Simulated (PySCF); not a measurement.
Cl₄Te, charge +1, multiplicity 2. Atoms are numbered in the order given.

```xyz
5

Te     0.0000     0.0000     0.0000
Cl     1.3736     1.3736    -1.3736
Cl    -1.3736     1.3736     1.3736
Cl    -1.3736    -1.3736    -1.3736
Cl     1.3736    -1.3736     1.3736
```
Charge +1, spin multiplicity 2.

Coordinates come from a PBE-D3(BJ)/def2-SVP optimisation. The spin state was assumed, not searched. The isomer is the one that the SMILES or the coordinates give; other isomers of the formula were not compared. The def2 effective core potentials stand for the cores of Te; spin–orbit coupling is left out.

Level of theory: TDA-PBE/def2-SVPD (PySCF).

Vertical excitations; the highest root listed may be one member of a degenerate set. The molecule is in vacuum.

Give excitation energies, oscillator strengths and character. (An estimate is asked for; the answer gives what the named calculation found.)


| state | energy (eV) | λ (nm) | f | main pairs |
|---|---|---|---|---|
| root 1 | 1.45 | 853 | 0.000 | β HOMO→LUMO (degenerate set) |
| root 2 | 1.45 | 853 | 0.000 | β HOMO−1→LUMO (degenerate set) |
| root 3 | 1.45 | 853 | 0.000 | β HOMO−2→LUMO (degenerate set) |
| root 4 | 1.92 | 645 | 0.000 | β HOMO−7→LUMO (degenerate set) |
| root 5 | 1.92 | 645 | 0.000 | β HOMO−6→LUMO (degenerate set) |
| root 6 | 1.95 | 635 | 0.005 | β HOMO−3→LUMO (degenerate set) |
| root 7 | 1.95 | 635 | 0.005 | β HOMO−4→LUMO (degenerate set) |
| root 8 | 1.95 | 635 | 0.005 | β HOMO−5→LUMO (degenerate set) |
| root 9 | 3.27 | 379 | 0.014 | α HOMO→LUMO (degenerate set) |
| root 10 | 3.27 | 379 | 0.014 | α HOMO→LUMO+1 (degenerate set) |
Unrestricted roots are not spin-pure.
